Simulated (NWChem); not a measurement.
System: InSi₂H₆F; SMILES [In]([SiH3])([SiH3])[F]

Input file for NWChem:

```
start job
memory heap 200 mb stack 900 mb global 1100 mb
geometry units angstroms noautoz
  In    -0.094940    -0.000105    -0.016236
  F      1.887180     0.001269    -0.010084
  Si    -0.953956    -2.439226    -0.017231
  H     -0.323736    -3.201160    -1.138290
  H     -2.440141    -2.495862    -0.173548
  H     -0.587753    -3.094329     1.276480
  Si    -0.954813     2.438721    -0.011113
  H     -2.449215     2.492826     0.001853
  H     -0.462387     3.146759    -1.232635
  H     -0.440503     3.150994     1.198757
end
basis spherical
  * library def2-svp
end
ecp
  In library def2-ecp
end
dft
  xc m05-2x
  iterations 150
  mulliken
end
task dft energy
```

Parts of the log:

```
             Northwest Computational Chemistry Package (NWChem) 7.3.0
             --------------------------------------------------------

 C1  symmetry detected

                             Geometry "geometry" -> ""
                             -------------------------

 Output coordinates in angstroms (scale by  1.889725989 to convert to a.u.)

  No.       Tag          Charge          X              Y              Z
 ---- ---------------- ---------- -------------- -------------- --------------
    1 In                  49.0000     0.13434024    -0.00009083    -0.00169874
    2 F                    9.0000     2.11646566     0.00127542     0.00235059
    3 Si                  14.0000    -0.72469174    -2.43920480     0.00109734
    4 H                    1.0000    -0.09566524    -3.20246697    -1.11972846
    5 H                    1.0000    -2.21104196    -2.49601412    -0.15357723
    6 H                    1.0000    -0.35712175    -3.09278230     1.29519219
    7 Si                  14.0000    -0.72551143     2.43874603     0.00145554
    8 H                    1.0000    -2.21989851     2.49287762     0.01594169
    9 H                    1.0000    -0.23437606     3.14533723    -1.22142307
   10 H                    1.0000    -0.20991475     3.15244345     1.20993767

 Effective nuclear repulsion energy (a.u.)     547.4393068690

                                 NWChem DFT Module
                                 -----------------

 Summary of "ao basis" -> "ao basis" (spherical)
 ------------------------------------------------------------------------------
       Tag                 Description            Shells   Functions and Types
 ---------------- ------------------------------  ------  ---------------------
 In                         def2-svp                10       26   4s4p2d
 F                          def2-svp                 6       14   3s2p1d
 Si                         def2-svp                 8       18   4s3p1d
 H                          def2-svp                 3        5   2s1p

            General Information
            -------------------
          SCF calculation type: DFT
          Wavefunction type:  closed shell.
          No. of atoms     :    10
          No. of electrons :    64
           Alpha electrons :    32
            Beta electrons :    32
          Charge           :     0
          Spin multiplicity:     1
          Use of symmetry is: off; symmetry adaption is: off
          Maximum number of iterations: 150
          AO basis - number of functions:   106
                     number of shells:    50
          Convergence on energy requested:  1.00D-06
          Convergence on density requested:  1.00D-05
          Convergence on gradient requested:  5.00D-04

              XC Information
              --------------
                       M05-2X Method XC Functional
                     Hartree-Fock (Exact) Exchange  0.560
                M05-2X metaGGA Exchange Functional  0.440
                      M05-2X Correlation Potential  1.000

             Grid Information
             ----------------
          Grid used for XC integration:  medium
          Radial quadrature: Mura-Knowles
          Angular quadrature: Lebedev.
          Tag              B.-S. Rad. Rad. Pts. Rad. Cut. Ang. Pts.
          ---              ---------- --------- --------- ---------
          In                  1.55      123          10.0       590
          F                   0.50       49          12.0       434
          Si                  1.10       88          13.0       590
          H                   0.35       45          15.0       434
          Grid pruning is: on
          Number of quadrature shells:   618
          Spatial weights used:  Erf1

      Superposition of Atomic Density Guess
      -------------------------------------

 Sum of atomic energies:        -897.81557599

      Non-variational initial energy
      ------------------------------

 Total energy =    -869.540610
 1-e energy   =   -1863.463614
 2-e energy   =     700.297438
 HOMO         =      -0.244186
 LUMO         =      -0.021567

     ---------------------------------------------
      Total Density - Mulliken Population Analysis
     ---------------------------------------------

    Atom       Charge   Shell Charges
 -----------   ------   -------------------------------------------------------
    1 In  21    20.00   2.60 -0.60  0.84  0.46  3.23  2.76  0.56  0.11  9.70  0.35
    2 F    9     9.80   1.99  1.16  0.81  3.60  2.24  0.00
    3 Si  14    13.93   2.00  1.99  1.03  0.32  5.94  1.14  1.43  0.08
    4 H    1     1.06   0.69  0.36  0.01
    5 H    1     1.05   0.68  0.36  0.01
    6 H    1     1.06   0.69  0.36  0.01
    7 Si  14    13.93   2.00  1.99  1.03  0.32  5.94  1.14  1.43  0.08
    8 H    1     1.05   0.68  0.36  0.01
    9 H    1     1.06   0.69  0.36  0.01
   10 H    1     1.06   0.69  0.36  0.01

   convergence    iter        energy       DeltaE   RMS-Dens  Diis-err
 ---------------- ----- ----------------- --------- --------- ---------
 d= 0,ls=0.0,diis     1   -872.1264980446 -1.17D+03  1.58D-02  7.42D-01
 d= 0,ls=0.0,diis     2   -872.0449408716  8.16D-02  8.54D-03  1.99D+00
 d= 0,ls=0.0,diis     3   -872.2265183728 -1.82D-01  9.16D-04  3.92D-03
 d= 0,ls=0.0,diis     4   -872.2272141546 -6.96D-04  2.38D-04  3.27D-04
 d= 0,ls=0.0,diis     5   -872.2272854734 -7.13D-05  7.81D-05  1.62D-05
  Resetting Diis
 d= 0,ls=0.0,diis     6   -872.2272907168 -5.24D-06  1.22D-05  5.50D-07
 d= 0,ls=0.0,diis     7   -872.2272908668 -1.50D-07  3.47D-06  4.75D-08

         Total DFT energy =     -872.227290866836
      One electron energy =    -1866.245955406499
           Coulomb energy =      771.554500046052
    Exchange-Corr. energy =      -71.161402002100
 Nuclear repulsion energy =      293.625566495711

 Numeric. integr. density =       64.000033654677

                       DFT Final Molecular Orbital Analysis
                       ------------------------------------

 Vector   30  Occ=2.000000D+00  E=-4.154367D-01
              MO Center= -8.2D-01,  2.1D-03, -5.8D-02, r^2= 9.3D+00
   Bfn.  Coefficient  Atom+Function         Bfn.  Coefficient  Atom+Function
  ----- ------------  ---------------      ----- ------------  ---------------
    92     -0.241330   8 H  s                64      0.238021   5 H  s
    31      0.232480   2 F  py               48     -0.186780   3 Si px
    81      0.187511   7 Si px               34     -0.167222   2 F  py
    59     -0.156519   4 H  s                51     -0.149515   3 Si px
    84      0.149590   7 Si px              102      0.136159  10 H  s

 Vector   31  Occ=2.000000D+00  E=-3.795934D-01
              MO Center=  1.4D-01, -1.2D-03, -2.6D-03, r^2= 5.1D+00
   Bfn.  Coefficient  Atom+Function         Bfn.  Coefficient  Atom+Function
  ----- ------------  ---------------      ----- ------------  ---------------
    30      0.381848   2 F  px                3     -0.329264   1 In s
    11      0.266695   1 In px               33     -0.265643   2 F  px
     1      0.231895   1 In s                 4     -0.209462   1 In s
    21     -0.149457   1 In d  2             49     -0.127840   3 Si py
    82      0.127943   7 Si py               52     -0.120056   3 Si py

 Vector   32  Occ=2.000000D+00  E=-3.039718D-01
              MO Center= -3.5D-01,  2.9D-04, -2.9D-04, r^2= 5.9D+00
   Bfn.  Coefficient  Atom+Function         Bfn.  Coefficient  Atom+Function
  ----- ------------  ---------------      ----- ------------  ---------------
    12      0.355404   1 In py               52     -0.262136   3 Si py
    85     -0.262407   7 Si py               49     -0.225462   3 Si py
    82     -0.225620   7 Si py               44     -0.174777   3 Si s
    77      0.174314   7 Si s                31      0.150611   2 F  py
    46      0.125519   3 Si py               79      0.125606   7 Si py

 Vector   33  Occ=0.000000D+00  E=-5.445786D-02
              MO Center= -6.8D-02,  1.4D-04, -7.4D-03, r^2= 5.0D+00
   Bfn.  Coefficient  Atom+Function         Bfn.  Coefficient  Atom+Function
  ----- ------------  ---------------      ----- ------------  ---------------
    16      0.525059   1 In pz               13      0.479472   1 In pz
    70     -0.223254   6 H  s                98      0.215927   9 H  s
   103     -0.213253  10 H  s                60      0.202971   4 H  s
    53      0.192974   3 Si pz               86      0.193935   7 Si pz
    10     -0.137689   1 In pz               32      0.134887   2 F  pz

 Vector   34  Occ=0.000000D+00  E= 2.427547D-03
              MO Center= -4.7D-01, -2.7D-05,  8.7D-04, r^2= 7.0D+00
   Bfn.  Coefficient  Atom+Function         Bfn.  Coefficient  Atom+Function
  ----- ------------  ---------------      ----- ------------  ---------------
     4      1.220906   1 In s                44     -0.541918   3 Si s
    77     -0.542214   7 Si s                52     -0.517670   3 Si py
    85      0.517904   7 Si py               43     -0.366079   3 Si s
    76     -0.366175   7 Si s                 3      0.310011   1 In s
    14     -0.298670   1 In px               51     -0.287975   3 Si px

 Vector   35  Occ=0.000000D+00  E= 1.434533D-02
              MO Center= -7.9D-03, -4.0D-03,  1.4D-02, r^2= 6.4D+00
   Bfn.  Coefficient  Atom+Function         Bfn.  Coefficient  Atom+Function
  ----- ------------  ---------------      ----- ------------  ---------------
    14      0.617054   1 In px               65      0.375300   5 H  s
    93      0.376454   8 H  s                51      0.332033   3 Si px
    84      0.329438   7 Si px                3      0.308949   1 In s
    29     -0.271973   2 F  s                60     -0.228550   4 H  s
    11      0.206215   1 In px              103     -0.188635  10 H  s

     ---------------------------------------------
      Total Density - Mulliken Population Analysis
     ---------------------------------------------

[...]
```

Level: M05-2X/def2-SVP with def2 effective core potentials on In. Coordinates come from a PBE0/def2-SVP optimisation. No frequency run checked for a minimum. def2 effective core potentials on In; no spin-orbit coupling.
